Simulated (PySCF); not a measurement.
CuH6N2, SMILES [NH3]->[Cu+]<-[NH3], charge +1, multiplicity 1. Geometry: PBE-D3(BJ)/def2-SVP. The spin state was assumed, not searched.

Problem. Give the equilibrium geometry at PBE-D3(BJ)/def2-SVP (PySCF confirms it by a frequency run) as a Z-matrix, and its point group. (The exact figures need the calculation; the answer reports its results.)

Solution. point group D3.
```
Cu
N 1 1.9213
H 2 1.0334 1 112.90
H 2 1.0334 3 105.84 1 -123.98
H 2 1.0334 3 105.84 4 -112.04
N 1 1.9213 3 157.72 2 180.00
H 6 1.0334 1 112.90 3 -153.73
H 6 1.0334 7 105.84 1 123.98
H 6 1.0334 7 105.84 8 112.04
```
Charge +1, spin multiplicity 1.
